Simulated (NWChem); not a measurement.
System: C6H5O, doublet; SMILES Oc1[c]cccc1

Here is an NWChem input.

```
start job
memory heap 200 mb stack 900 mb global 1100 mb
geometry units angstroms noautoz
  O     -0.184345    -2.352209     0.000000
  C     -0.084637    -0.996493     0.000000
  C     -1.228733    -0.198924     0.000000
  C     -1.249925     1.179169     0.000000
  C     -0.005913     1.854218     0.000000
  C      1.179487     1.103633     0.000000
  C      1.148701    -0.300567     0.000000
  H      0.718610    -2.721199     0.000000
  H     -2.196282     1.744328     0.000000
  H      0.024175     2.954287     0.000000
  H      2.153048     1.616530     0.000000
  H      2.090909    -0.876952     0.000000
end
basis spherical
  * library def2-svp
end
dft
  odft
  mult 2
  xc xpbe96 cpbe96
  iterations 150
  mulliken
end
task dft energy
```

In the optimisation the excess spin sits in a' (Cs, its own frame). Coordinates come from a PBE-D3(BJ)/def2-SVP, spin-unrestricted optimisation. Not confirmed as a minimum by frequencies. No stability test was run on the SCF state.

Q: Predict the main results of this run. (PBE/def2-SVP, spin-unrestricted.) Quantities: energy (Ha); highest occupied level (eV); lowest empty minus highest occupied level, either spin (eV); dipole (D); <S²>.

A: 
```json
{
  "energy (Ha)": "-306.19",
  "highest occupied level (eV)": "-5.42",
  "lowest empty minus highest occupied level, either spin (eV)": "2.14",
  "dipole (D)": "1.99",
  "<S²>": "0.757"
}
```
